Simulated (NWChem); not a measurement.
Molecule: CHAgO; SMILES [O+]#[C-]->[AgH]

Results from NWChem. All runs use the structure optimised with PBE0/def2-SVP (def2 core potentials past Kr).

For level TPSS/3-21G, non-relativistic:

```yaml
highest occupied level (eV): -5.16
orbital gap (eV): 2.09
dipole (D): 4.30
```

Question: Estimate the same quantities for level TPSS/STO-3G, non-relativistic.

Answer: 
* **highest occupied level (eV)**: -1.04
* **orbital gap (eV)**: 1.18
* **dipole (D)**: 1.92
